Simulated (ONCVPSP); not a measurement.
# Before and after: ONCV potential for gallium

- Element: gallium (Ga)
- Generator: ONCVPSP 4.0.1
- Type: optimised norm-conserving Vanderbilt (ONCV)
- Functional: Wu-Cohen
- Relativity: scalar-relativistic
- Frozen core: [Ar]
- Valence charge: 13
- Reference configuration: 3d10 4s2 4p0.75 (charge +0.25)
- Partial waves: 4s: rc 1.70 bohr, ncon 3, nbas 7, qcut 3.1 1/bohr, 1 projector; 4p: rc 1.75 bohr, ncon 3, nbas 7, qcut 5.1 1/bohr, 2 projectors, debl 1.8 Ha; 3d: rc 1.15 bohr, ncon 4, nbas 9, qcut 11.5 1/bohr, 3 projectors, debl 0.8 Ha
- Local potential: polynomial inside 0.95 bohr (lpopt 4, dvloc0 3 Ha)
- Core correction: Teter function, fcfact 4.5, rcfact 1.15

Change: all radii but the core radius scaled by about 1.18 (s 2.00, p 2.06, d 1.36 bohr); local potential polynomial inside 1.12 bohr (lpopt 4, dvloc0 3 Ha).

Cutoffs: the cutoffs (Ha) at which the residual kinetic energy of the hardest occupied pseudo-wave falls to 1 and 0.1 mHa per electron; they do not see the model core or the augmentation charge, which bear on the density cutoff. Errors are all-electron minus pseudo energies relative to the spin-unpolarised reference configuration.

Problem. How do hardness, ghosts and transferability respond?

Solution. The potential gets softer (63 Ha and 166 Ha → 55 Ha and 60 Ha); the bound ghost in s disappears; the lowest positive-energy flag moves from p at 125.3 eV to s at 21.8 eV; of the 4 tests that both files solve, the error grows in 1 and shrinks in 1 by more than 15 % and 0.3 meV (median size 1.4 → 3.0 meV). A larger radius leaves more room for a smooth pseudo-wave, so fewer plane waves are needed.

| quantity | base | changed |
| --- | --- | --- |
| cutoff, loose | 63 Ha | 55 Ha |
| cutoff, tight | 166 Ha | 60 Ha |
| loose cutoff by channel | s 21 Ha, p 5.9 Ha, d 63 Ha | s 9.1 Ha, p 6.1 Ha, d 55 Ha |
| bound ghosts | s | none |
| GHOST(+) flags under 300 eV | p at 125.3 eV | s at 21.8 eV |
| error for 3d10 4s2 4p1, meV [ΔE -0.82 eV] | +0.2 | 0.0 |
| error for 3d10 4s2 4p0, meV [ΔE 4.86 eV] | +1.1 | -1.2 |
| error for 3d10 4s1 4p0, meV [ΔE 26.04 eV] | +41 | -4.9 |
| error for 3d10 4s0 4p3, meV [ΔE 12.63 eV] | -1.6 | -28 |
| rms error of d²Exc/dni dnj with the model core, mHa | 4.16 | 3.79 |

 A true bound ghost makes a file unfit for plane-wave use even where its test errors are small: the radial tests pick states by their node count and pass the ghost by.
